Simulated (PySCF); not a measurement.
This script is equivalent to a calculation on Al⁺ (aluminium, charge +1).

```python
from pyscf import gto, scf, dft, mp, cc
import basis_set_exchange as bse
mol = gto.M(atom="Al 0 0 0", charge=1, spin=0, symmetry="D2h",
            basis=gto.basis.parse(bse.get_basis("cc-pVTZ-DK", elements=["Al"], fmt="nwchem", header=False)),
            nucmod="G")
mf = dft.UKS(mol, xc="PBE").sfx2c1e()
mf.irrep_nelec = {'Ag': (3, 3), 'B1u': (1, 1), 'B2u': (1, 1), 'B3u': (1, 1)}
mf.kernel()
```

**Question.** What total energy does it give?

**Answer.** -242.448 hartree (calculated).

**Question.** Which occupied shell lies highest, and where?

**Answer.** 3s, at -14.798 eV.
